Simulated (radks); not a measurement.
All-electron atom: O2- in [Ne]. All-electron calculation, non-relativistic Kohn-Sham, LDA (Slater exchange, Perdew-Wang correlation), spin-unpolarised, spherical densities, point nucleus; Watson sphere of charge +2 and radius 2.8 bohr. Program: a radial shooting solver on a logarithmic mesh with Libxc functionals.

Radial electron density D(r) = 4 pi r^2 rho(r):

| r (bohr) | D(r) (e/bohr) |
|---|---|
| 0.01366 | 0.5790 |
| 0.01528 | 0.7059 |
| 0.01709 | 0.8580 |
| 0.01912 | 1.039 |
| 0.02139 | 1.254 |
| 0.02392 | 1.507 |
| 0.02676 | 1.802 |
| 0.02969 | 2.118 |
| 0.03321 | 2.505 |
| 0.03714 | 2.944 |
| 0.04155 | 3.435 |
| 0.04647 | 3.975 |
| 0.05198 | 4.558 |
| 0.05814 | 5.175 |
| 0.06503 | 5.808 |
| 0.07273 | 6.438 |
| 0.0807 | 6.996 |
| 0.09027 | 7.538 |
| 0.101 | 7.985 |
| 0.1129 | 8.301 |
| 0.1263 | 8.452 |
| 0.1413 | 8.413 |
| 0.158 | 8.170 |
| 0.1768 | 7.728 |
| 0.1977 | 7.111 |
| 0.2194 | 6.425 |
| 0.2454 | 5.624 |
| 0.2745 | 4.838 |
| 0.307 | 4.148 |
| 0.3434 | 3.625 |
| 0.3841 | 3.318 |
| 0.4296 | 3.243 |
| 0.4805 | 3.380 |
| 0.5374 | 3.675 |
| 0.5963 | 4.026 |
| 0.667 | 4.403 |
| 0.746 | 4.702 |
| 0.8345 | 4.862 |
| 0.9334 | 4.848 |
| 1.044 | 4.657 |
| 1.168 | 4.314 |
| 1.306 | 3.863 |
| 1.461 | 3.354 |
| 1.621 | 2.871 |
| 1.813 | 2.375 |
| 2.028 | 1.926 |
| 2.268 | 1.535 |
| 2.537 | 1.197 |
| 2.838 | 0.9038 |
| 3.174 | 0.6479 |
| 3.55 | 0.4380 |
| 3.971 | 0.2775 |
| 4.406 | 0.1704 |
| 4.928 | 0.09326 |
| 5.513 | 0.04669 |
| 6.166 | 0.02117 |
| 6.897 | 0.008595 |

D(r) has 2 maxima, at r = 0.130, 0.875 bohr, and minima at 0.423 bohr, inside which lie 2.21 electrons.
